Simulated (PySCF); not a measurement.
Species: C6H5OP.
SMILES: `O=Cc1ccccp1`

Vertical excitations from PySCF (density fitting, frozen core in the response, grid level 2 and gas phase unless stated; continuum runs use non-equilibrium linear response for the excitations) on a GFN2-xTB geometry. Reference run:

| settings | S1, eV (f) | S2, eV (f) | S3, eV (f) | S4, eV (f) | S5, eV (f) | S6, eV (f) | T1, eV (Tamm–Dancoff) | mean α (au) |
| --- | --- | --- | --- | --- | --- | --- | --- | --- |
| CAM-B3LYP/def2-SVPD, full TDDFT, 8 singlets | 3.69 (0.000) | 4.47 (0.052) | 4.75 (0.010) | 4.96 (0.096) | 5.48 (0.003) | 5.66 (0.004) | 3.05 | 96.1 |

Question: What do these settings give: HF/def2-SVPD, CIS, 12 singlets?

Answer: 
```json
{"settings": "HF/def2-SVPD, CIS, 12 singlets", "S1, eV (f)": "4.74 (0.001)", "S2, eV (f)": "5.03 (0.125)", "S3, eV (f)": "5.25 (0.012)", "S4, eV (f)": "5.66 (0.026)", "S5, eV (f)": "6.53 (0.778)", "S6, eV (f)": "6.92 (0.003)", "T1, eV (Tamm–Dancoff)": "–", "mean α (au)": "93.4"}
```

S1 moves by +1.05 eV; functional and response scheme change together, so the shift can't be laid on one. States are counted by energy in each run and needn't keep their character from row to row.

Question: Which orbital pairs make up S1 in each run, and how does it sit against the orbital gap?

Answer: 
| settings | S1 configurations (weight) | S1 (eV) | orbital gap (eV) | S1 − gap (eV) |
| --- | --- | --- | --- | --- |
| CAM-B3LYP/def2-SVPD, full TDDFT, 8 singlets | H−1→L 0.82, H−1→L+4 0.10 | 3.69 | 7.33 | -3.64 |
| HF/def2-SVPD, CIS, 12 singlets | H−3→L 0.46, H−3→L+8 0.20, H−3→L+1 0.11 | 4.74 | 10.19 | -5.45 |

Shape of the structure used: `[O:1]=[CH:2][c:3]1[cH:4][cH:5][cH:6][cH:7][p:8]1`: O1–C2–C3–C4 0°.

One conformer stands for the species.
